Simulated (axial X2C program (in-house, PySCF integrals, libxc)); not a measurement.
## ZrN: nuclear properties from DFT to coupled cluster

Computed with an axial X2C code built on PySCF integrals: two-component X2C with atomic mean-field Coulomb and Gaunt terms, Gaussian nuclei, basis Zr dyall-acv3z, N dyall-av3z with contracted cores.

R = 1.672 Å (near the PBE0 minimum at charge 0 of the determinant lowest at the starting distance; the state shown can have its own minimum elsewhere); state Ω = 1/2 (⟨Sz⟩ = 0.50, ⟨Lz⟩ = 0.00 at PBE0).

| level | Eeff magnitude (GV/cm) | Ws magnitude Zr (kHz) | A∥/gI Zr (MHz) | qzz Zr (a.u.) | A∥/gI N (MHz) | μ (D) |
| --- | --- | --- | --- | --- | --- | --- |
| PBE0 | 2.68 | 2.47 | 3740 | -3.04 | 37.2 | -4.21 |
| HF | 4.12 | 3.8 | 2670 | -2.20 | -63.4 | -4.33 |
| B3LYP | 2.61 | 2.39 | 3960 | -3.23 | 46 | -4.34 |

Eeff is the effective electric field on the electron electric dipole moment in this Ω state and Ws the scalar–pseudoscalar constant of the nucleus named (defined with the proton number Z and per Ω); A∥ (defined per Ω) follows by multiplying with gI = μI/(I μN); qzz is the electric field gradient, eQq0 = 234.96 MHz × Q/barn × qzz; μ is positive if the N end (last atom) is positive. The operators were transformed with the bare-nucleus X2C matrices; with these basis sets, hyperfine constants and field gradients can be off by tens of per cent, and where levels differ in sign neither size nor sign is settled.

Finite-field MP2, CCSD and CCSD(T), with 17 electrons correlated in 130 natural virtual spinors (MP2 remainder added):

```
  level  Eeff magnitude (GV/cm)  Ws magnitude Zr (kHz)  A∥/gI Zr (MHz)  qzz Zr (a.u.)  A∥/gI N (MHz)  μ (D)
    MP2                    1.26                  0.981            5450          -2.31            369  -5.84
   CCSD                    2.72                   2.55            3670          -2.73           39.9  -4.39
CCSD(T)                    2.39                   2.24            3820          -2.86             58  -4.40
```

T1 = 0.033 (Lee–Taylor). One unrestricted determinant, the lowest of a limited PBE0 search, is the reference; the functionals treat spin collinearly. The sign of Eeff is opposite to CCSD(T) at MP2. Eeff spreads by more than a factor of two over the levels. Correlation of the inner shells is missing, which matters for properties at the nucleus. Number of frozen shells: Zr 3 s, 2 p, 1 d; N 1 s.

Task: By how much does correlation change each value, CCSD(T) against HF?

Result: Eeff magnitude -42 %; Ws magnitude Zr -41 %; A∥/gI Zr 43 %; qzz Zr 30 %; A∥/gI N from -63.4 to 58, a change of sign; μ 2 %.
